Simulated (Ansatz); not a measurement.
The same path of AlAsBFH6Si (11 atoms, charge 0, multiplicity 1) was run twice with different band settings. The coordinate that changes most is the height of As5 over the plane of its neighbours.

All numbers below come from Ansatz 0.2.0, RKS PBE0-D4/def2-SVP.

Relaxed end points:

```xyz
11
Properties=species:S:1:pos:R:3
F -1.695 -1.956 0.335
B -0.778 -0.998 0.463
Si 1.137 -1.556 0.951
Al -1.254 1.070 0.055
As -0.817 1.993 -2.162
H 1.793 -0.462 1.739
H 1.912 -1.689 -0.329
H 1.255 -2.839 1.712
H -1.872 2.058 1.146
H -0.059 3.172 -1.559
H 0.444 1.150 -2.332
```

```xyz
11
Properties=species:S:1:pos:R:3
F -1.716 -1.730 0.444
B -0.695 -0.883 0.559
Si 1.142 -1.626 1.088
Al -0.943 1.215 0.101
As 0.198 2.126 -1.855
H 1.791 -0.683 2.058
H 1.999 -1.624 -0.146
H 1.147 -3.004 1.673
H -1.644 2.260 1.084
H -1.022 2.951 -2.252
H -0.191 0.942 -2.734
```

Common settings: movable images 9; climbing image yes; spring 5.0 eV/Å²; start path IDPP; force threshold 0.05 eV/Å; end points relaxed.

| run | optimiser | iteration limit | largest step |
| --- | --- | --- | --- |
| 1 | quadratic models (default) | 52 | default |
| 2 | lbfgs | 56 | 0.02 Å |

What does each run give, and how far can it be trusted?

Run 1: converged after 28 iterations, highest image 0.486 eV above the first end. A vibrational analysis at the climbing image gives one clearly imaginary mode, 369i cm⁻¹: a first-order saddle point.
Run 2: converged after 30 iterations, highest image 0.544 eV above the first end. The order of the stationary point at the top wasn't checked.
